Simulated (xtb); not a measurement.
Input file for xtb: GFN2-xTB on GeH5NSi (SMILES [NH2][Ge][SiH3]), a point of a torsion scan.

```
$ xtb mol.xyz --gfn 2 --opt vtight --chrg 0 --uhf 0 --input xcontrol
8

N      1.84732448    -0.07474608    -0.01557498
Ge     0.42476039    -0.10079502     1.20899311
Si    -1.49202108     0.09877768    -0.08807845
H      2.56535425     0.60396235     0.29554033
H      2.20923802    -1.03401430    -0.14055016
H     -1.10990428    -0.29867565    -1.46073798
H     -2.47816311    -0.85185259     0.46766300
H     -1.98304310     1.46814734    -0.11656881
$constrain
  force constant=1.0
  dihedral: 1,2,3,6,20.0
$end
```

It printed:

```
[...]
           -------------------------------------------------
          |                Calculation Setup                |
           -------------------------------------------------



           -------------------------------------------------
          |                 G F N 2 - x T B                 |
           -------------------------------------------------

        Reference                      10.1021/acs.jctc.8b01176
      * Hamiltonian:
        H0-scaling (s, p, d)           1.850000    2.230000    2.230000
        zeta-weighting                 0.500000
      * Dispersion:
        s8                             2.700000
        a1                             0.520000
        a2                             5.000000
        s9                             5.000000
      * Repulsion:
        kExp                           1.500000    1.000000
        rExp                           1.000000
      * Coulomb:
        alpha                          2.000000
        third order                    shell-resolved
        anisotropic                    true
        a3                             3.000000
        a5                             4.000000
        cn-shift                       1.200000
        cn-exp                         4.000000
        max-rad                        5.000000


          ...................................................
          :                      SETUP                      :
          :.................................................:
          :  # basis functions                  29          :
          :  # atomic orbitals                  27          :
          :  # shells                           13          :
          :  # electrons                        18          :
          :  max. iterations                   250          :
          :  Hamiltonian                  GFN2-xTB          :
          :  restarted?                      false          :
          :  GBSA solvation                  false          :
          :  PC potential                    false          :
          :  electronic temp.          300.0000000     K    :
          :  accuracy                    1.0000000          :
          :  -> integral cutoff          0.2500000E+02      :
          :  -> integral neglect         0.1000000E-07      :
          :  -> SCF convergence          0.1000000E-05 Eh   :
          :  -> wf. convergence          0.1000000E-03 e    :
          :  Broyden damping             0.4000000          :
          :  net charge                          0          :
          :  unpaired electrons                  0          :
          ...................................................

 iter      E             dE          RMSdq      gap      omega  full diag
   1     -7.7359000 -0.773590E+01  0.145E+01    0.40       0.0  T
   2     -5.9886066  0.174729E+01  0.207E+01    0.10       1.0  T
   3     -9.0771893 -0.308858E+01  0.147E+01    1.19       1.0  T
   4     -9.0988840 -0.216948E-01  0.142E+01    1.16       1.0  T
   5     -9.1009589 -0.207488E-02  0.141E+01    1.07       1.0  T
   6     -9.0887205  0.122384E-01  0.133E+01    0.91       1.0  T
   7     -9.1475882 -0.588676E-01  0.475E+00    1.10       1.0  T
   8     -9.1518664 -0.427817E-02  0.341E+00    1.12       1.0  T
   9     -9.1612669 -0.940057E-02  0.296E+00    1.22       1.0  T
  10     -9.1656371 -0.437015E-02  0.162E+00    1.28       1.0  T
  11     -9.1670674 -0.143034E-02  0.956E-01    1.31       1.0  T
  12     -9.1679980 -0.930559E-03  0.869E-02    1.35       1.0  T
  13     -9.1680219 -0.239437E-04  0.458E-02    1.36       1.0  T
  14     -9.1680280 -0.611856E-05  0.179E-02    1.36       2.0  T
  15     -9.1680292 -0.117149E-05  0.417E-03    1.36       8.5  T
  16     -9.1680292  0.853117E-09  0.132E-03    1.36      26.9  T
  17     -9.1680292 -0.110104E-08  0.855E-04    1.36      41.4  T
  18     -9.1680292 -0.438508E-09  0.621E-04    1.36      57.0  T

   *** convergence criteria satisfied after 18 iterations ***

         #    Occupation            Energy/Eh            Energy/eV
      -------------------------------------------------------------
         1        2.0000           -0.6928485             -18.8534
       ...           ...                  ...                  ...
         3        2.0000           -0.5518977             -15.0179
         4        2.0000           -0.4967514             -13.5173
         5        2.0000           -0.4230510             -11.5118
         6        2.0000           -0.4174933             -11.3606
         7        2.0000           -0.4081437             -11.1062
         8        2.0000           -0.3806965             -10.3593
         9        2.0000           -0.3072366              -8.3603 (HOMO)
        10                         -0.2572217              -6.9994 (LUMO)
        11                         -0.1779987              -4.8436
        12                         -0.1460649              -3.9746
        13                   
[...]
            1.0942302              29.7755
      -------------------------------------------------------------
                  HL-Gap            0.0814079 Eh            2.2152 eV
             Fermi-level           -0.2824899 Eh           -7.6869 eV

 SCC (total)                   0 d,  0 h,  0 min,  0.002 sec
 SCC setup                      ...        0 min,  0.000 sec (  2.062%)
 Dispersion                     ...        0 min,  0.000 sec (  0.697%)
 classical contributions        ...        0 min,  0.000 sec (  0.304%)
 integral evaluation            ...        0 min,  0.001 sec ( 34.669%)
 iterations                     ...        0 min,  0.000 sec ( 18.344%)
 molecular gradient             ...        0 min,  0.001 sec ( 41.289%)
 printout                       ...        0 min,  0.000 sec (  2.335%)

         :::::::::::::::::::::::::::::::::::::::::::::::::::::
         ::                     SUMMARY                     ::
         :::::::::::::::::::::::::::::::::::::::::::::::::::::
         :: total energy              -9.129525629299 Eh    ::
         :: gradient norm              0.000019428942 Eh/a0 ::
         :: HOMO-LUMO gap              2.215222618829 eV    ::
         ::.................................................::
         :: SCC energy                -9.203344112301 Eh    ::
         :: -> isotropic ES            0.012551563356 Eh    ::
         :: -> anisotropic ES          0.003877396571 Eh    ::
         :: -> anisotropic XC          0.004219301936 Eh    ::
         :: -> dispersion             -0.004771040647 Eh    ::
         :: repulsion energy           0.073818480857 Eh    ::
         :: add. restraining           0.000000002145 Eh    ::
         :: total charge              -0.000000000000 e     ::
         :::::::::::::::::::::::::::::::::::::::::::::::::::::

           -------------------------------------------------
          |                Property Printout                |
           -------------------------------------------------

    * Orbital Energies and Occupations

         #    Occupation            Energy/Eh            Energy/eV
      -------------------------------------------------------------
         1        2.0000           -0.6819920             -18.5579
         2        2.0000           -0.5996902             -16.3184
         3        2.0000           -0.5711726             -15.5424
         4        2.0000           -0.5085933             -13.8395
         5        2.0000           -0.4305066             -11.7147
         6        2.0000           -0.4048889             -11.0176
         7        2.0000           -0.4034741             -10.9791
         8        2.0000           -0.3931024             -10.6969
         9        2.0000           -0.3231938              -8.7946 (HOMO)
        10                         -0.2417859              -6.5793 (LUMO)
        11                         -0.1756448              -4.7795
        12                         -0.1465855              -3.9888
        13                         -0.1422832              -3.8717
        14                         -0.1012197              -2.7543
        15                         -0.0561920              -1.5291
        16                         -0.0301935              -0.8216
        17                         -0.0191214              -0.5203
        18                          0.0874060               2.3784
        19                          0.0927006               2.5225
        20                          0.0987276               2.6865
       ...                                ...                  ...
        27                          1.0942302              29.7755
      -------------------------------------------------------------
                  HL-Gap            0.0814079 Eh            2.2152 eV
             Fermi-level           -0.2824899 Eh           -7.6869 eV

     #   Z          covCN         q      C6AA      α(0)
     1   7 N        2.554    -0.393    30.205     8.162
     2  32 Ge       1.739     0.144   253.884    33.306
     3  14 Si       3.651     0.354   101.178    19.284
     4   1 H        0.860     0.147     1.424     1.870
     5   1 H        0.860     0.152     1.384     1.843
     6   1 H        0.915    -0.127     6.628     4.027
     7   1 H        0.916    -0.142     7.295     4.224
     8   1 H        0.915    -0.135     6.960     4.126

 Mol. C6AA /au·bohr⁶  :       1713.825825
 Mol. C8AA /au·bohr⁸  :      88545.223126
 Mol. α(0) /au        :         76.843222


Wiberg/Mayer (AO) data.
largest (>0.10) Wiberg bond orders for each atom

 ---------------------------------------------------------------------------
     #   Z sym  total        # sym  WBO       # sym  WBO       # sym  WBO
 ---------------------------------------------------------------------------
     1   7 N    3.278 --     2 Ge   1.364     4 H    0.957     5 H    0.949
     2  32 Ge   2.497 --     1 N    1.364     3 Si   0.944
     3  14 Si   3.594 --     2 Ge   0.944     7 H    0.882     8 H    0.880
                             6 H    0.875
     4   1 H    0.978 --     1 N    0.957
     5   1 H    0.977 --     1 N    0.949
     6   1 H    0.984 --     3 Si   0.875
     7   1 H    0.979 --     3 Si   0.882
     8   1 H    0.982 --     3 Si   0.880
 ---------------------------------------------------------------------------

Topologies differ in total number of bonds
Writing topology from bond orders to xtbtopo.mol

molecular dipole:
                 x           y           z       tot (Debye)
 q only:        0.577      -0.042       0.402
   full:        0.876      -0.056       0.255       2.324
molecular quadrupole (traceless):
                xx          xy          yy          xz          yz          zz
 q only:       -1.556      -0.018      -0.613      -0.791       0.021       2.169
  q+dip:       -0.910      -0.063      -0.640      -2.129       0.123       1.550
   full:       -1.127       0.080       1.444      -2.874       0.202      -0.317

           -------------------------------------------------
          |                Geometry Summary                 |
           -------------------------------------------------

      molecular mass/u    :      119.7594558
   center of mass at/Å    :        0.2150372      -0.0511683       0.9241704
  moments of inertia/u·Å² :        0.4934832E+02   0.1566403E+03   0.2005599E+03
rotational constants/cm⁻¹ :        0.3416050E+00   0.1076200E+00   0.8405287E-01

 * 6 selected distances

     #   Z          #   Z                                           value/Å
     1   7 N        2  32 Ge                                      1.8060241 (max)
     1   7 N        4   1 H                                       1.0097745
     1   7 N        5   1 H                                       1.0094368 (min)
     3  14 Si       6   1 H                                       1.4744131
     3  14 Si       7   1 H                                       1.4722391
     3  14 Si       8   1 H                                       1.4736093

 * 3 distinct bonds (by element types)

   Z      Z             #   av. dist./Å        max./Å        min./Å
   1 H    7 N           2     1.0096056     1.0097745     1.0094368
   1 H   14 Si          3     1.4734205     1.4744131     1.4722391
   7 N   32 Ge          1     1.8060241     1.8060241     1.8060241


optimized geometry written to: xtbopt.xyz


           -------------------------------------------------
          | TOTAL ENERGY               -9.129525629299 Eh   |
          | GRADIENT NORM               0.000019428942 Eh/α |
          | HOMO-LUMO GAP               2.215222618829 eV   |
           -------------------------------------------------

------------------------------------------------------------------------
------------------------------------------------------------------------
 total:
Note: The following floating-point exceptions are signalling: IEEE_UNDERFLOW_FLAG IEEE_DENORMAL
normal termination of xtb
 SCF:
 ANC optimizer:
```

The run finished.

Warnings raised: the energy holds the restraint's term.

Cost: roughly 0.09 core-seconds.
